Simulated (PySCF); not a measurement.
Cartesian coordinates in Å; atom numbers follow the order of the lines, from 1:
```xyz
16

B    -0.0022   -0.0001    0.0055
S     1.5714   -0.8567    0.2045
C     2.5370   -0.3127   -1.2312
H     2.0320   -0.5832   -2.1690
H     3.5046   -0.8281   -1.1777
H     2.7007    0.7735   -1.2044
S    -0.2652    1.0845   -1.4103
C    -1.9573    1.6915   -1.1718
H    -2.1778    2.3594   -2.0145
H    -2.0435    2.2524   -0.2310
H    -2.6751    0.8599   -1.1691
S    -1.3132   -0.2298    1.2221
C    -0.5862   -1.3855    2.4149
H     0.3141   -0.9574    2.8770
H    -0.3305   -2.3386    1.9317
H    -1.3432   -1.5630    3.1897
```

PySCF 2.14 calculation with PBE0-D3(BJ)/def2-SVP geometry and NMR shieldings at B3LYP/pcSseg-1/GIAO; one conformer, no solvent model, no relativistic terms, fast rotation and ring inversion assumed for equivalent nuclei.

δ = σ(ref) − σ, references computed at the same level: ¹³C (σ = 179.24 ppm), ¹H (σ = 31.38 ppm) vs TMS; BF3·OEt2 for ¹¹B (σ = 97.83 ppm); CS2 for ³³S (σ = 485.41 ppm).

```
                          atoms  nucleus  count  δ (ppm)
                      S2/S7/S12      ³³S      3      -17
                      C3/C8/C13      ¹³C      3        ?
H4/H5/H6/H9/H10/H11/H14/H15/H16       ¹H      9     2.13
                             B1      ¹¹B      1        ?
```

Estimate the values marked ?.

Answers


- C3/C8/C13: 16.1 ppm, carbon bonded to S, 3 H
- B1: 63.6 ppm, boron bonded to 3 S

Shifts are as computed. Against solution values, carbons near 30 ppm lie about +2 ppm off and those near 130 ppm about +6 ppm. Of 1211 compounds with measured shifts, 218 miss one by over three times the rms of a fit or turn the order of signals round; such compounds aren't used in these exercises.
